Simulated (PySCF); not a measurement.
Isomers of C9H15N, from PBE0-D3(BJ)/def2-SVP geometry optimisation, gas phase (PySCF). One conformer each, no zero-point energy, no frequencies.

Question: Which isomer lies lowest at this level?
A. `[CH3:1][C@@H:2]1[CH2:3][CH2:4][CH2:5][CH2:6][CH2:7][C@H:8]1[C:9]#[N:10]` with C1–C2–C3–C4 150°, C2–C3–C4–C5 73°, C3–C4–C5–C6 -52°, C4–C5–C6–C7 68°: A = 1775, B = 1139, C = 794.9 MHz, dipole 4.06 D
B. `[CH2:1]=[CH:2]/[CH:3]=[C:4]([CH3:5])/[CH:6]=[CH:7]/[N:8]([CH3:9])[CH3:10]` with C1–C2–C3–C4 180°, C3–C4–C6–C7 180°: A = 3613, B = 480.3, C = 428.7 MHz, dipole 3.64 D
C. `[CH3:1][CH2:2][c:3]1[c:4]([CH3:5])[cH:6][cH:7][n:8]1[CH2:9][CH3:10]` with C1–C2–C3–C4 92°, C7–N8–C9–C10 87°: A = 1649, B = 1180, C = 795.3 MHz, dipole 2.01 D

Answer: C. That is `CCC1=C(C)C=CN1CC`, 6.9 kcal/mol below the next.

```tsv
SMILES	mapped SMILES	E (Eh)	relative (kcal/mol)	relative (kJ/mol)	dipole (D)
CCc1c(C)ccn1CC	[CH3:1][CH2:2][c:3]1[c:4]([CH3:5])[cH:6][cH:7][n:8]1[CH2:9][CH3:10]	-405.98940	0.0	0.0	2.01
C[C@@H]1CCCCC[C@H]1C#N	[CH3:1][C@@H:2]1[CH2:3][CH2:4][CH2:5][CH2:6][CH2:7][C@H:8]1[C:9]#[N:10]	-405.97839	6.9	28.9	4.06
C=C/C=C(C)/C=C/N(C)C	[CH2:1]=[CH:2]/[CH:3]=[C:4]([CH3:5])/[CH:6]=[CH:7]/[N:8]([CH3:9])[CH3:10]	-405.92116	42.8	179.1	3.64
```

As drawn, the lowest has an aromatic ring, which the highest lacks; the highest has a C=C bond outside aromatic rings, which the lowest lacks.
